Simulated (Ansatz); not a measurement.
BFGaH₃SSe, SMILES `[F][GaH][B](S)[SeH]` from Hartree–Fock to CCSD(T)

Cartesian coordinates in Å:
```
F 2.419 -0.450 -0.072
Ga 0.893 -0.367 0.838
B -0.618 0.225 -0.455
S -0.162 0.528 -2.150
Se -2.464 0.466 0.049
H 1.073 -0.750 2.342
H 1.147 0.243 -2.014
H -2.289 0.106 1.462
```

Charge 0, multiplicity 1. Correlated methods include outer-core shells of Ga, Se, which these sets cover unevenly. Scalar relativity is left out up to krypton. Geometry: relaxed with PBE0-D4/def2-TZVP. It is one conformer, not always the lowest. Frozen core, restricted reference, Ansatz.

| basis | HF (Eh) | MP2 corr. | CCSD corr. | (T) | CCSD(T) total |
| --- | --- | --- | --- | --- | --- |
| def2-SVP | -4845.80928 | -0.85059 | -0.87293 | -0.02628 | -4846.70849 |
| def2-TZVPP | -4846.64590 | -1.02846 | -1.05337 | -0.04381 | -4847.74308 |
| def2-QZVPP | -4846.75015 | -1.62555 | – | – | – |
